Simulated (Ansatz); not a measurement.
C3H2F4, SMILES `F[C@@H]1[C@H](F)C1(F)F` at its PBE0-D4/def2-TZVP geometry, where that method's forces vanish. Charge 0, multiplicity 1.

```
atom   x (Å)   y (Å)   z (Å)
  F1  -1.041   1.062   1.241
  C2   0.026   0.371   0.805
  C3  -0.227  -0.853  -0.078
  F4  -1.501  -1.170  -0.366
  C5   0.324   0.405  -0.655
  F6   1.600   0.434  -1.061
  F7  -0.453   1.136  -1.444
  H8   0.846   0.327   1.514
  H9   0.427  -1.711   0.043
```

For each bond, give half the difference of the two atoms' forces along it (eV/Å; positive pushes the atoms apart) under PBE-D4, r2SCAN-D4, B3LYP-D4, ωB97M-V in def2-TZVPP. (Best estimate.)

Ansatz gave: 
```csv
bond,length (Å),PBE-D4,r2SCAN-D4,B3LYP-D4,ωB97M-V
F1–C2,1.344,0.50,0.30,0.36,0.30
C2–C3,1.530,0.14,0.11,0.08,0.03
C2–C5,1.490,-0.05,-0.09,-0.08,-0.09
C2–H8,1.086,-0.06,-0.16,-0.23,-0.21
C3–F4,1.344,0.50,0.30,0.36,0.30
C3–C5,1.490,-0.05,-0.09,-0.08,-0.09
C3–H9,1.086,-0.06,-0.16,-0.23,-0.21
C5–F6,1.338,0.49,0.28,0.30,0.20
C5–F7,1.327,0.54,0.26,0.29,0.20
```

B3LYP here is the variant with VWN-RPA as its local correlation; programs differ in this.
